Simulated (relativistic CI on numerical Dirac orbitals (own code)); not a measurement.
# Rh⁺: 3p photoemission

Computed with this model: Dirac-Coulomb-Breit CI, separate exchange-only KLI orbitals for each configuration, model QED (radiative potential, 1s self-energy scaled to tabulated hydrogen-like ionisation energies), valence Slater integrals scaled by 0.9, multiplet model of photoemission in the sudden approximation; configurations [Kr] 4d8 → [Ne] 3s2 3p5 3d10 4s2 4p6 4d8; 300 K; Lorentzian 2.8 eV and Gaussian 0.6 eV FWHM. Energies are those of the free ion, without screening or charge transfer. The energies are binding energies and can lie tens of eV above those of solids. S is read from ⟨S²⟩ = S(S + 1).

free ion: ground-state S = 1.00, centroid 524.32 eV. Peaks (eV, height): 516.0 (100), 541.2 (53).

Strongest unbroadened transitions for free ion:

| Energy (eV) | Relative strength |
| --- | --- |
| 515.67 | 100.0 |
| 515.68 | 69.5 |
| 515.79 | 55.6 |
| 515.95 | 22.1 |
| 515.98 | 4.0 |
| 516.22 | 3.6 |
| 516.30 | 17.3 |
| 516.31 | 12.6 |
| 516.80 | 0.8 |
| 517.15 | 0.7 |
| 517.62 | 6.8 |
| 517.67 | 5.1 |
| 518.28 | 0.1 |
| 518.39 | 1.8 |
| 541.12 | 63.5 |
| 541.22 | 83.2 |
| 541.42 | 3.1 |
| 543.43 | 0.1 |
